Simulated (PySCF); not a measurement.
Compound: C₄H₉NSi.
Geometry (PBE0-D3(BJ)/def2-SVP, Å), atoms numbered from 1 in this order:
```xyz
15
C4H9NSi angstrom
C      3.0257   -0.1579   -0.1307
N      1.8515   -0.2802    0.3142
Si     0.3921    0.1452   -0.5694
C     -1.0021   -1.1253   -0.5661
C     -1.9527    0.0532   -0.2151
C     -0.9449    1.0734    0.3845
H      3.2799    0.2421   -1.1378
H      3.8959   -0.4547    0.4862
H      0.7322    0.7184   -1.9185
H     -1.2603   -1.7227   -1.4513
H     -0.8781   -1.8052    0.2924
H     -2.7908   -0.2128    0.4502
H     -2.3970    0.4636   -1.1366
H     -1.1596    2.1377    0.2153
H     -0.8073    0.9095    1.4656
```

Computed, not measured: PySCF, TDDFT PBE0/def2-SVPD, vertical, gas phase, core orbitals frozen in the response.

Transition dipole moments from the ground state, in atomic units and in the frame of the coordinates above (overall signs are arbitrary), for the states with f of 0.002 or more among the lowest 9:

| state | E (eV) | μx | μy | μz |
| --- | --- | --- | --- | --- |
| S2 | 5.712 | 0.017 | 0.115 | 0.057 |
| S3 | 6.130 | 1.029 | -0.013 | -0.037 |
| S4 | 6.670 | -0.403 | -0.052 | 0.180 |
| S5 | 6.834 | -0.020 | -0.138 | -0.060 |
| S6 | 7.168 | -0.525 | 0.097 | -0.156 |
| S8 | 7.436 | -0.254 | 0.018 | -0.007 |
| S9 | 7.480 | 0.229 | 0.045 | -0.123 |

Question: Work out the oscillator strengths.

Answer: f = (2/3) ΔE |μ|² with ΔE in hartree (27.2114 eV).

| state | \|μ\|² (au) | \|μ\| (D) | f |
| --- | --- | --- | --- |
| S2 | 0.017 | 0.33 | 0.002 |
| S3 | 1.061 | 2.62 | 0.159 |
| S4 | 0.197 | 1.13 | 0.032 |
| S5 | 0.023 | 0.39 | 0.004 |
| S6 | 0.309 | 1.41 | 0.054 |
| S8 | 0.065 | 0.65 | 0.012 |
| S9 | 0.069 | 0.67 | 0.013 |

Question: Which bond between heavy atoms lies closest to the direction of the S3 transition dipole?

Answer: C1–N2, at 20° from it; next N2–Si3 at 35°.

Question: What angle do the transition dipoles of S4 and S6 make?

Answer: |cos θ| = |μa·μb| / (|μa| |μb|) = 0.72, so θ ≈ 44° (taken between 0 and 90°, since the signs are arbitrary).

Question: How is the summed strength of these states shared among x, y and z?

Answer: (2/3) Σ ΔE μα² gives 0.255 for x, 0.008 for y and 0.014 for z, 0.277 in all.

Question: What peak molar absorption coefficient would the strongest computed level give as a lone Gaussian band 0.4 eV wide at half height?

Answer: ε(max) = 2.175×10⁸ f / FWHM, with the width in cm⁻¹. S3: 2.175×10⁸ × 0.1593 / 3226 ≈ 11000 L mol⁻¹ cm⁻¹.

The vertical ionisation energy (ΔSCF) is 9.10 eV, 1.62 eV above S9.

On Arm Neoverse V1, one thread, shared host with 32 logical CPUs at a one-minute load of 10, this took 2.5 min of wall time and 0.91 GiB of memory at its peak.

One conformer stands for the species.
